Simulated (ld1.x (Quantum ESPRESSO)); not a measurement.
# mercury: excitation energies, all-electron against TM

mercury, norm-conserving Troullier–Martins (Kleinman–Bylander form), made with ld1.x (Quantum ESPRESSO) 7.5 (PBE, scalar-relativistic). Core [Xe] 4f14, reference 5d10 6s2 6p0. Waves: 6s (bound): rc 2.35 bohr; 5d (bound): rc 1.20 bohr; 6p (bound, empty): rc 2.30 bohr. Local part: the p channel. Core correction: none.

Energies are relative to the spin-unpolarised reference configuration 5d10 6s2 6p0; without spin polarisation the order of configurations can differ from experiment.

```json
{"valence configuration": "5d10 6s0 6p0", "charge": "+2", "ΔE all-electron (eV)": "29.663", "error AE − PS (meV)": "-10"}
{"valence configuration": "5d9 6s0 6p0", "charge": "+3", "ΔE all-electron (eV)": "65.189", "error AE − PS (meV)": "-169"}
{"valence configuration": "5d9 6s2 6p1", "charge": "0", "ΔE all-electron (eV)": "10.372", "error AE − PS (meV)": "-84"}
{"valence configuration": "5d10 6s1 6p1", "charge": "0", "ΔE all-electron (eV)": "6.039", "error AE − PS (meV)": "-1.4"}
{"valence configuration": "5d10 6s0 6p2", "charge": "0", "ΔE all-electron (eV)": "12.575", "error AE − PS (meV)": "-3.5"}
{"valence configuration": "5d10 6s1.5 6p0", "charge": "+0.5", "ΔE all-electron (eV)": "4.356", "error AE − PS (meV)": "-1.0"}
```

Task: What are ΔE and the potential's error for 5d10 6s1 6p0?

Result: ΔE = 10.688 eV all-electron; the error (AE − PS) is -2.0 meV.
